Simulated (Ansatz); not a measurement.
BrClZn (`[Cl][Zn][Br]`). Charge 0, multiplicity 1. The structure was optimised at the PBE0-D4/def2-TZVP level.

```xyz
3

Cl    0.526    1.185    1.692
Zn    0.011    0.025    0.035
Br   -0.537   -1.210   -1.727
```

(1) What is the dipole moment at r2SCAN/def2-TZVPP? (Estimate.)

(2) And with PBE, B3LYP, ωB97M-V? (Best estimate.)

(3) Give the Mulliken charges with r2SCAN, PBE, B3LYP in def2-TZVPP. (Estimate.)

Results:

(1) Computed: 0.29 D, with components (-0.07, -0.16, -0.23) D in this frame, pointing from negative to positive charge.

(2) The calculation gave: PBE 0.31 D, B3LYP 0.29 D, ωB97M-V 0.24 D.

(3) Ansatz gave: 
```json
{"atom": "Cl1", "r2SCAN": "-0.31", "PBE": "-0.27", "B3LYP": "-0.30"}
{"atom": "Zn2", "r2SCAN": "0.56", "PBE": "0.50", "B3LYP": "0.55"}
{"atom": "Br3", "r2SCAN": "-0.26", "PBE": "-0.23", "B3LYP": "-0.25"}
```

B3LYP here is the variant with VWN-RPA as its local correlation; programs differ in this.
